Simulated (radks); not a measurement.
Spin polarisation of the 3d7 shell in Co2+. Start: [Ar] 3d(up 3.5, down 3.5); electrons of 3d are moved from spin down to spin up, other shells keep equal spins. Calculated with a radial shooting solver on a logarithmic mesh with Libxc functionals: scalar-relativistic Kohn-Sham, SCAN, spin-polarised, spherical densities, finite nucleus; meta-GGA in the generalised Kohn-Sham scheme; Fermi nuclear charge, rms radius of each element as measured or else 0.836 A^(1/3) + 0.57 fm.

| moment (Bohr magnetons) | E - E(0) (eV) | e(3d up) (eV) | e(3d down) (eV) | 3p down minus up (eV) | 3s down minus up (eV) | 2p down minus up (eV) |
|---|---|---|---|---|---|---|
| 0 | 0.000 | -27.029 | -27.029 | 0.000 | 0.000 | 0.000 |
| 0.75 | -0.180 | -27.508 | -26.506 | 1.076 | 1.085 | 0.408 |
| 1.5 | -0.752 | -27.944 | -25.938 | 2.153 | 2.172 | 0.816 |
| 2.25 | -1.674 | -28.336 | -25.323 | 3.232 | 3.261 | 1.226 |
| 3 | -2.990 | -28.682 | -24.661 | 4.314 | 4.353 | 1.627 |

At moment 3 the spin-polarisation energy is -2.990 eV and the 3d exchange splitting 4.021 eV, that is 1.340 eV per Bohr magneton; E = -I m^2/4 would give I = 1.329 eV.
